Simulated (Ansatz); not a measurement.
**Nudged elastic band run: AlF$_{3}$H$_{2}$**

Input:

```yaml
crystal:
  periodic: [false, false, false]
  atoms:
    - { symbol: Al, position_ang: [0.003859, 0.081005, 0.112496] }
    - { symbol: H, position_ang: [1.9e-05, 0.686769, 1.554023] }
    - { symbol: F, position_ang: [1.40926, 0.061073, -0.756249] }
    - { symbol: F, position_ang: [-1.411206, -0.00843, -0.735993] }
    - { symbol: F, position_ang: [0.055373, -1.817009, 0.758161] }
    - { symbol: H, position_ang: [0.070495, -1.90191, 1.679562] }
basis:
  gaussian: { orbitals: def2-SVP }
hamiltonian:
  xc: { name: BHLYP }
neb:
  order_check: false
  images: 5
  f_tol: 0.05
  max_iterations: 60
  final_atoms:
    - { symbol: Al, position_ang: [0.01910419, -0.60151231, -0.19669894] }
    - { symbol: H, position_ang: [0.01354463, 0.16425214, 1.78796981] }
    - { symbol: F, position_ang: [1.40863044, 0.19709665, -0.5294188] }
    - { symbol: F, position_ang: [-1.41190187, 0.13141045, -0.50389379] }
    - { symbol: F, position_ang: [0.06011863, -2.20623069, 0.13873395] }
    - { symbol: H, position_ang: [0.03830398, -0.58351823, 1.91530776] }
  initial_path:
    images:
      - { positions_ang: [[0.003859, 0.081005, 0.112496], [1.9e-05, 0.686769, 1.554023], [1.40926, 0.061073, -0.756249], [-1.411206, -0.00843, -0.735993], [0.055373, -1.817009, 0.758161], [0.070495, -1.90191, 1.679562]] }
      - { positions_ang: [[0.00129597, 0.05533191, 0.07655428], [0.00134091, 0.45317384, 1.67420534], [1.42490238, 0.04678685, -0.78623723], [-1.43105801, -0.00372481, -0.76878048], [0.066895, -1.84069646, 0.71010275], [0.06442374, -1.60937333, 1.70615535]] }
      - { positions_ang: [[-0.00126706, 0.02965882, 0.04061256], [0.00266283, 0.21957868, 1.79438767], [1.44054476, 0.0325007, -0.81622546], [-1.45091001, 0.00098038, -0.80156796], [0.078417, -1.86438393, 0.6620445], [0.05835247, -1.31683665, 1.73274869]] }
      - { positions_ang: [[-0.00383009, 0.00398573, 0.00467083], [0.00398474, -0.01401648, 1.91457001], [1.45618715, 0.01821455, -0.84621369], [-1.47076202, 0.00568557, -0.83435543], [0.08993901, -1.88807139, 0.61398624], [0.05228121, -1.02429998, 1.75934204]] }
      - { positions_ang: [[0.00381467, -0.19784695, -0.06245242], [0.00717137, 0.04540639, 1.87236994], [1.44033491, 0.07784192, -0.74061539], [-1.45114197, 0.04759386, -0.72420155], [0.07999888, -1.99412449, 0.45556881], [0.04762213, -0.87737273, 1.81133061]] }
      - { positions_ang: [[0.01145943, -0.39967963, -0.12957568], [0.010358, 0.10482926, 1.83016987], [1.42448267, 0.13746929, -0.6350171], [-1.43152192, 0.08950215, -0.61404767], [0.07005875, -2.10017759, 0.29715138], [0.04296306, -0.73044548, 1.86331919]] }
      - { positions_ang: [[0.01910419, -0.60151231, -0.19669894], [0.01354463, 0.16425214, 1.78796981], [1.40863044, 0.19709665, -0.5294188], [-1.41190187, 0.13141045, -0.50389379], [0.06011863, -2.20623069, 0.13873395], [0.03830398, -0.58351823, 1.91530776]] }
```

Launched with:

```bash
$ ansatz run input.yaml --threads 1 --pin off --max-ram 2048MiB --backend cpu --events-out ev --progress --plain --runs-dir out
```

Output, in part (warnings, iteration lines, the closing report on the highest movable image, with atoms numbered from 0):

```
NEB end point (image 0): max|allowed force component| = 8.575e-3 eV/Å (the criterion of neb.relax_end_points is 1.000e-2)
NEB end point (image 6): max|allowed force component| = 2.342e-2 eV/Å (the criterion of neb.relax_end_points is 1.000e-2)
NEB iter   1: max|band force component| = 4.628e0 eV/Å  barrier→ = 1.4683 eV  barrier← = 2.4691 eV  Δτ_max = 0.2000 Å  (171 SCF iters)
NEB iter   2: max|band force component| = 2.592e0 eV/Å  barrier→ = 0.5696 eV  barrier← = 1.5704 eV  Δτ_max = 0.1934 Å  (137 SCF iters)
NEB iter   3: max|band force component| = 1.144e1 eV/Å  barrier→ = 0.3582 eV  barrier← = 1.3591 eV  Δτ_max = 0.1018 Å  (145 SCF iters)
NEB iter   4: max|band force component| = 7.054e-1 eV/Å  barrier→ = 0.3500 eV  barrier← = 1.3508 eV  Δτ_max = 0.0569 Å  (140 SCF iters)
NEB iter   5: max|band force component| = 4.625e-1 eV/Å  barrier→ = 0.3563 eV  barrier← = 1.3571 eV  CI = image 3  Δτ_max = 0.0457 Å  (144 SCF iters)
NEB iter   6: max|band force component| = 4.259e-1 eV/Å  barrier→ = 0.3633 eV  barrier← = 1.3641 eV  CI = image 3  Δτ_max = 0.0205 Å  (138 SCF iters)
NEB iter   7: max|band force component| = 1.068e-1 eV/Å  barrier→ = 0.3578 eV  barrier← = 1.3586 eV  CI = image 3  Δτ_max = 0.0059 Å  (125 SCF iters)
NEB iter   8: max|band force component| = 6.886e-2 eV/Å  barrier→ = 0.3565 eV  barrier← = 1.3574 eV  CI = image 3  Δτ_max = 0.0094 Å  (107 SCF iters)
NEB iter   9: max|band force component| = 2.750e-2 eV/Å  barrier→ = 0.3558 eV  barrier← = 1.3566 eV  CI = image 3  Δτ_max = 0.0000 Å  (231 SCF iters)
Total energy: -14772.53872283 eV, -542.8807848775 hartree
Atom 0 at     0.011242    -0.199041     0.016331 Å, force     0.002062    -0.017474    -0.005512 eV/Å
Atom 1 at     0.019828     0.046319     1.680153 Å, force    -0.001666    -0.005519     0.001431 eV/Å
Atom 2 at     1.422797     0.144144    -0.743878 Å, force     0.015322    -0.002124     0.005422 eV/Å
Atom 3 at    -1.426829     0.079921    -0.720096 Å, force    -0.015082    -0.003707     0.006396 eV/Å
Atom 4 at     0.056122    -1.867738     0.798334 Å, force    -0.003055     0.026695    -0.010954 eV/Å
Atom 5 at     0.044640    -1.102108     1.581156 Å, force     0.002420     0.002129     0.003217 eV/Å
Dipole moment:     0.005872    -0.105156     0.460434 e Å
```

The forces met the threshold. A vibrational analysis at the climbing image gives one clearly imaginary mode, 1051i cm⁻¹: a first-order saddle point. The orbitals stay closed-shell, which can raise the energy where a bond breaks towards radicals; this wasn't checked here.

Final band (atoms are numbered from 1 in the order of the input):

```
image  path coordinate (Å)  energy (eV)  Al1–H2 (Å)  F5–H6 (Å)  H2–H6 (Å)
    0                 0.00         0.00        1.56       0.93       2.59
    1                 0.37         0.04        1.57       0.93       2.09
    2                 0.74         0.17        1.60       0.95       1.60
    3                 1.10         0.36        1.68       1.10       1.15
    4                 1.50        -0.36        1.85       1.51       0.83
    5                 1.90        -0.91        2.06       1.96       0.76
    6                 2.29        -1.00        2.13       2.41       0.76
```

Run time: 83 s on 1 thread of Arm Neoverse V2 (shared host), peak memory 0.12 GiB.
